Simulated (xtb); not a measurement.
AlF2H3Si, SMILES [SiH3][Al]([F])[F]. All values are semi-empirical tight-binding results from xtb (GFN2-xTB unless named), good for trends rather than for accurate numbers. Coordinates come from a GFN2-xTB optimisation.

Optimised geometry:

Bonds (Å): Al1–F2 1.658, Al1–F3 1.658, Al1–Si4 2.398, Si4–H5 1.474, Si4–H6 1.474, Si4–H7 1.473. Bond angles (°): F2–Al1–F3 111.5, F2–Al1–Si4 124.1, F3–Al1–Si4 124.3, Al1–Si4–H5 112.8, Al1–Si4–H6 113.1, Al1–Si4–H7 111.5, H5–Si4–H6 105.9, H5–Si4–H7 106.6, H6–Si4–H7 106.4.
Charge 0, spin multiplicity 1.

For metal compounds this method's bond lengths and energies can be far off.

Computed properties:
The orbital gap is 4.05 eV and the zero-point energy comes out as 17.3 kcal/mol. The G − E(el) at 298.15 K (modified RRHO) is -2.8 kcal/mol.

Computed atomic charges and the Wiberg bond orders between heavy atoms:
charges (e) Al1 0.40, F2 -0.27, F3 -0.27, Si4 0.41, H5 -0.09, H6 -0.09, H7 -0.09. Bond orders Al1–F2 1.23, Al1–F3 1.23, Al1–Si4 0.92.
